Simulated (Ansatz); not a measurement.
# Worked example: SbH2Cl + SbCl2 → SbH2 + SbCl3

Gas-phase species: SbH2Cl `[Cl][SbH2]`, singlet; SbCl2 `[Cl][Sb][Cl]`, doublet; SbH2 `[SbH2]`, doublet; SbCl3 `[Cl][Sb]([Cl])[Cl]`, singlet. A radical takes Cl: the energy is the difference in strength between two Sb–Cl bonds in different surroundings.

Shapes, held fixed at every level: PBE0-D4/def2-TZVP. Programs: Ansatz 0.2.0. The zero-point and thermal change to 298 K, harmonic and unscaled (PBE0-D4/def2-TZVP), is -3.1 kJ/mol.

At CCSD(T)/def2-TZVPP; 1 Eh = 2625.50 kJ/mol:

```
species   energy (Eh)
 SbH2Cl   -700.538496
  SbCl2  -1159.110146
   SbH2   -240.757611
  SbCl3  -1618.895347
```

Work out ΔH(298 K) of the reaction at this level.


1. Products less reactants: (-240.757611) + (-1618.895347) − [(-700.538496) + (-1159.110146)] = -0.004316 Eh = -11.3 kJ/mol.
2. With the thermal change: -11.3 + (-3.1) = -14.4 kJ/mol.

Other levels give -18.7 (CCSD(T)/def2-SVP) to -11.4 kJ/mol (HF/def2-SVP). No measured value is set beside it here. Open shells run unrestricted. For atoms past krypton def2 sets carry core potentials with scalar relativity. Outer-core shells of Sb are correlated, in sets that cover them unevenly.
